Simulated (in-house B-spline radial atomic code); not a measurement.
Radial electron density of the rhenium ion Re⁵⁺, [Xe] 4f14 5d2. Computed with a radial B-spline atomic code at the basis-set limit: scalar-relativistic (X2C) wB97X, spin-polarised, spherical fractional occupations, Fermi nucleus of rms radius 5.3698 fm.

Caution: exact exchange at fractional occupations of open shells leaves self-interaction of up to several eV.

One-electron X2C: radii and densities carry no picture-change correction, so inner-shell <1/r> comes out high (for 1s by about 2 % at Z = 33, 5 % at 54, 10 % at 75, 30 % at 118) and <r> low.

Columns: r (bohr), 4πr²n(r) (electrons per bohr), bar.

```
0.000329    2.924 #
0.000406    3.923 #
0.000502    5.262 ##
 0.00062    7.022 ##
0.000765     9.32 ###
0.000944    12.31 ####
 0.00117    16.27 #####
 0.00144    21.14 #######
 0.00178    27.38 #########
 0.00219    34.89 ###########
 0.00271    44.14 ##############
 0.00334    54.67 #################
 0.00413    66.52 #####################
  0.0051    78.76 #########################
 0.00629    90.29 #############################
 0.00777    99.76 ################################
  0.0096    105.4 ##################################
  0.0118      106 ##################################
  0.0146    101.8 #################################
  0.0181    94.93 ##############################
  0.0223    90.47 #############################
  0.0275    93.55 ##############################
   0.034    106.8 ##################################
   0.042    125.4 ########################################
  0.0518    137.8 ############################################
   0.064    134.1 ###########################################
   0.079    117.4 #####################################
  0.0975      106 ##################################
    0.12    113.4 ####################################
   0.149    126.5 ########################################
   0.183    117.2 #####################################
   0.227    85.08 ###########################
    0.28    65.91 #####################
   0.345    72.54 #######################
   0.426    78.31 #########################
   0.526    62.78 ####################
    0.65    38.96 ############
   0.802    24.07 ########
    0.99    17.23 ######
    1.22    11.78 ####
    1.51    6.251 ##
    1.86    2.499 #
     2.3   0.7086 
    2.84   0.1456 
    3.51  0.02152 
    4.33 0.001836 
    5.35 8.055e-05
```

On this grid the curve has 4 maxima, near 0.0118, 0.0518, 0.149, 0.426 bohr.

The 5d up radial function P(r) = rR(r), positive near the nucleus:

| r (bohr) | P |
| --- | --- |
| 0.00629 | 0.0009761 |
| 0.0096 | 0.002946 |
| 0.0146 | 0.008558 |
| 0.0223 | 0.02385 |
| 0.034 | 0.06074 |
| 0.0518 | 0.1346 |
| 0.079 | 0.2389 |
| 0.12 | 0.2856 |
| 0.183 | 0.1071 |
| 0.28 | -0.2856 |
| 0.426 | -0.4071 |
| 0.65 | 0.09187 |
| 0.99 | 0.7478 |
| 1.51 | 0.8791 |
| 2.3 | 0.4656 |
| 3.51 | 0.1003 |
| 5.35 | 0.006335 |
